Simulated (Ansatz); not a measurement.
Species: sum formula SiP$_{4}$H$_{8}$ (charge 0, singlet). 
Geometry from a B3LYP-D3(BJ)/def2-TZVP (Ansatz, an electronic-structure program) optimisation:
```
Si
P 1 2.2671
H 2 1.4201 1 94.71
H 2 1.4204 3 93.84 1 -95.01
P 1 2.2681 2 111.15 3 -167.29
H 5 1.4196 1 93.63 2 51.98
H 5 1.4206 6 93.70 1 95.13
P 1 2.2685 2 111.11 3 74.35
H 8 1.4195 1 93.92 2 -45.65
H 8 1.4197 9 93.80 1 -94.42
P 1 2.2686 2 111.09 3 -43.17
H 11 1.4191 1 93.92 2 -69.28
H 11 1.4197 12 94.01 1 95.34
```
Charge 0, spin multiplicity 1.

Basis-set convergence of Hartree-Fock and CCSD(T) correlation energies (hartree) with Ansatz. Correlated levels leave the core frozen unless marked. No spin-orbit coupling. Non-relativistic.

| basis | functions | E(HF) | E(corr, CCSD(T)) |
|---|---|---|---|
| aug-cc-pV(D+d)Z | 232 | -1656.59691 | -0.75812 |
| aug-cc-pV(T+d)Z | 459 | … | … |

Q: Some entries are withheld; supply them.

A: 
- aug-cc-pV(T+d)Z, E(HF): -1656.65138
- aug-cc-pV(T+d)Z, E(corr, CCSD(T)): -0.90215
